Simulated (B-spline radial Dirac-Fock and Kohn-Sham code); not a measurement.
# O: computed levels beside tabulated edges

These are calculated numbers from a B-spline atomic structure program; the model is relaxed Dirac-Fock hole states (ΔSCF) with Breit and QED corrections and a finite nucleus. Correlation energy is missing from these numbers.

Two models are given for 1s2 2s2 2p4. In the first the electron is removed to infinity. In the second it is placed in the 2p shell, so that the atom stays neutral; this mimics a hole screened by valence charge, or the onset of absorption below the ionisation limit. The tabulated edges (Elam, Ravel and Sieber, Radiat. Phys. Chem. 63, 121 (2002)) refer to the element in its standard state, here a gas, where tables give ionisation thresholds or, for molecules, levels shifted by bonding.

| level | ionised (eV) | screened (eV) | tabulated (eV) |
| --- | --- | --- | --- |
| K | 545.6 | 527.8 | 543.1 |
| L1 | 31.79 | 18.12 | 41.60 |

Q: Which of the two models lies closer to the table on average?

A: The ionised model lies closer: the mean absolute deviations are 6.1 eV (ionised) and 19.4 eV (screened). Screening lowers the levels by 15.7 eV on average.
